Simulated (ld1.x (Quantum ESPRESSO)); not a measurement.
**Building the ultrasoft potential for Ar (LDA (PZ), non-relativistic).**

ld1.x (Quantum ESPRESSO) 7.5 input, shortened:

```
&input
   title='Ar', zed=18., rel=0, dft='PZ', iswitch=3,
   config='[Ne] 3s2 3p6'
 /
 &inputp
   pseudotype=3, tm=.true., lloc=-2, rcloc=1.10,
   nlcc=.true., new_core_ps=.true.,
   which_augfun='PSQ', rmatch_augfun=0.85
 /
4
3S  1  0   2.00   0.00  1.00  1.40  0.0
3S  1  0   0.00  -0.15  1.00  1.40  0.0
3P  2  1   6.00   0.00  0.75  0.95  0.0
3P  2  1   0.00   0.15  0.75  0.95  0.0
 &test
   configts(1)='3s2 3p6'
 /
```

* Cutoffs needed: 50 Ry and 100 Ry (the cutoffs (Ry, on a coarse ladder) from which the occupation-weighted sum of valence levels, in a spherical-Bessel basis at the reference potential, stays within 10 and 1 mRy of its value at 400 Ry)
* Ghost test: no extra level below or beside the all-electron valence levels (s, p, d, f tested) (spherical-Bessel basis up to 400 Ry, 20 bohr box)
* Largest excitation error: -5.8 meV (all-electron minus pseudo) for 3s2 3p2, out of 6 test configurations
* Lowest eigenvalue of the overlap operator: 0.42 (s channel)
* Density cutoff estimated by the generator: 384 Ry
